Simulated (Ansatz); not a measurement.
```yaml
crystal:
  periodic: [false, false, false]
  atoms:
    - {symbol: B, position_ang: [-1.533398, 0.523298, -0.064925]}
    - {symbol: C, position_ang: [-0.455429, -0.469572, -0.518477]}
    - {symbol: Ge, position_ang: [1.209325, 0.030515, 0.410064]}
    - {symbol: Cl, position_ang: [2.705958, -1.377057, -0.255318]}
    - {symbol: H, position_ang: [-1.691111, 1.559288, -0.644839]}
    - {symbol: H, position_ang: [-2.182326, 0.311317, 0.919180]}
    - {symbol: H, position_ang: [-0.611329, -1.506324, -0.210963]}
    - {symbol: H, position_ang: [-0.179712, -0.415390, -1.574279]}
    - {symbol: H, position_ang: [1.107330, -0.129872, 1.931789]}
    - {symbol: H, position_ang: [1.713792, 1.422596, 0.010770]}
basis:
  gaussian: {orbitals: def2-mTZVP}
magnetization: {spin_polarized: true, initial_magnetization: 6}
hamiltonian: {xc: {name: HSE06}, dispersion: d3bj}
```

```sh
$ ansatz run in.yaml --threads 4 --pin off --events-out ev --progress --plain --max-ram 10444MiB
```

Shortened log:

```
Functional definition: HSE06
1095 factors; integrals over basis functions are off by at most 1.1e-3 eV
124 factors; integrals over basis functions are off by at most 3.2e-7 eV
mean field evaluation 1: about -70782.8303 eV, gradient 6.4e1 eV
mean field evaluation 2: about -70198.3142 eV, gradient 2.7e2 eV
mean field evaluation 4: about -70809.3909 eV, gradient 3.5e1 eV
mean field evaluation 8: about -70819.4226 eV, gradient 1.7e0 eV
mean field evaluation 16: about -70819.6005 eV, gradient 1.3e-1 eV
mean field evaluation 32: about -70819.6092 eV, gradient 2.4e-3 eV
mean field -70819.60919245 eV, -2602.5726345674 hartree, gradient 1.1e-5 eV, S^2 12.014541; 10 other end points of the search recorded, 0 dependent functions left out
reference -70819.60924805 eV, -2602.5726366107 hartree; 36, 30 occupied and 78, 84 virtual orbitals, 1095 factors
Total energy: -70819.76637599 eV, -2602.5784109558 hartree
```

Q: Something in this input is off. What?

A: The spin is set far too high for this molecule. The run converged. The result belongs to that input, not to the molecule as meant.

HSE06 is defined as in plane-wave codes.
